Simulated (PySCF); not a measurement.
# One molecule, several mistakes: BGeH3NO

All numbers below are calculated, not measured. The program is PySCF 2.14.0, an open-source quantum chemistry code, run on an isolated molecule that a program drew, which may never have been made. The molecule is BGeH3NO (charge 0, doublet), drawn as the SMILES string `N=B[O][GeH2]`.

Each row is a Hartree-Fock (HF) and frozen-core CCSD(T) single point in the cc-pVDZ basis, meant for a local HF minimum. Run 1 is clean. Each other run has one planted mistake out of seven kinds, and not every kind appears here: one electron removed, one electron added, multiplicity raised by two, geometry at a saddle point, minimal basis STO-3G, one bond length entered in bohr, all coordinates scaled. The reference is restricted for singlets and unrestricted otherwise, and also for a bond in bohr. Adding or removing an electron swaps singlet and doublet. Electrons count all cores. HOMO and LUMO are orbital energies over both spins, the gradient is its largest component, and the lowest frequency (negative if imaginary) is given only where the gradient is small. Bond lengths are over the 6 bonds as drawn. T1 is the CCSD diagnostic: over 0.02 (restricted) or 0.045 (unrestricted) a single reference is doubtful. Germanium has the cc-pVDZ-PP basis, with a core potential (ECP10MDF) in place of its 10 inner electrons, and its 3s, 3p and 3d shells are frozen in CCSD(T).

Geometry of the clean run:
```xyz
7
BGeH3NO, angstrom
N    -1.2345    3.1521    0.4344
B    -0.6870    2.2275   -0.1737
O    -0.1190    1.2428   -0.8398
Ge   -0.5937    0.3559   -2.3397
H    -1.6148    3.8800    0.9730
H     0.4679   -0.7388   -2.4696
H    -2.0094   -0.1964   -2.1202
```

| run | electrons | basis functions | <S^2> | HOMO (eV) | LUMO (eV) | gradient (hartree/bohr) | lowest frequency (cm^-1) | mean bond (Å) | longest bond (Å) | T1 | HF (hartree) | CCSD(T) (hartree) | mistake |
|---|---|---|---|---|---|---|---|---|---|---|---|---|---|
| 1 | 55 | 80 | 0.754 | -9.59 | 0.54 | 5.5e-06 | 66 | 1.4010 | 1.806 | 0.0172 | -449.16112 | -449.70192 | no fault |
| 2 | 56 | 80 | 0.000 | -1.11 | 8.59 | 8.8e-02 | - | 1.4010 | 1.806 | 0.0149 | -449.16976 | -449.73397 | one electron added |
| 3 | 54 | 80 | 0.000 | -14.89 | -7.98 | 8.7e-02 | - | 1.4010 | 1.806 | 0.0424 | -448.83605 | -449.39076 | one electron removed |
| 4 | 55 | 80 | 1.997 | -7.65 | 0.73 | 5.3e-02 | - | 1.5841 | 2.333 | 0.0500 | -448.96816 | -449.46909 | ? |

**Which mistake was planted in run 4, and what did it cost?**

The mean bond changes by a factor of 1.131 and the longest by 1.292, so the molecule wasn't scaled as a whole. A length L in bohr read as angstrom grows by (1/0.5292 - 1) L = 0.890 L. The 6 bonds together grew by 6 x 0.1831 = 1.099 Å, which gives L = 1.235 Å. That is bond N1-B2, 1.235 Å in the clean geometry. So the mistake is: one bond length entered in bohr. Subtracting run 1 and multiplying by 627.51 kcal/mol a hartree, the energy moved by 121.1 kcal/mol in HF and 146.1 kcal/mol in CCSD(T).

Cautions from the logs. Run 3: T1 is over the limit, so its CCSD(T) energy is less reliable; run 4: T1 is over the limit, so its CCSD(T) energy is less reliable.
